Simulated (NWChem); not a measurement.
CH3FO2Si; SMILES F[SiH]1OCO1

```xyz
8

F     -0.4798    -1.8070     0.0000
Si     0.4298    -0.4930     0.0000
O     -0.0145     0.6727    -1.1133
C     -0.3551     1.5273     0.0000
O     -0.0145     0.6727     1.1133
H      1.8258    -0.9602     0.0000
H      0.2609     2.4313     0.0000
H     -1.4232     1.7670     0.0000
```
Atoms are numbered in this order, from 1.

Program: NWChem. Pople sets run with spherical d functions. The geometry was optimised at B3LYP/6-31G* (spherical d). LC-ωPBE (HJS hole) with 6-31G*; x = 1 − exp(−ω/0.25 bohr⁻¹) is a scale chosen for this fit.

| row | x | −ε(HOMO) (eV) |
|---|---|---|
| ω = 0.15 | 0.451 | 9.06 |
| ω = 0.25 | 0.632 | withheld |
| ω = 0.30 | 0.699 | 10.63 |
| ω = 0.60 | 0.909 | 12.40 |
| ω = 0.80 | 0.959 | 12.98 |

Problem. Fit a straight line of the last column on the one before it, predict the withheld value, and compare with the run.

Solution. 
1. Means of the 4 shown rows: x = 0.7545, y = 11.268. Slope Σ(x − x̄)(y − ȳ)/Σ(x − x̄)² = 1.231/0.1609 = 7.649; intercept 5.496.
2. The shown rows scatter about the line by 0.144 (root mean square); the largest residual is -0.21, at ω = 0.30.
3. At x = 0.632 (ω = 0.25; inside the shown range) the line gives 10.33.
4. The run gives 10.17, -0.16 from the line, 1.1 times the scatter.
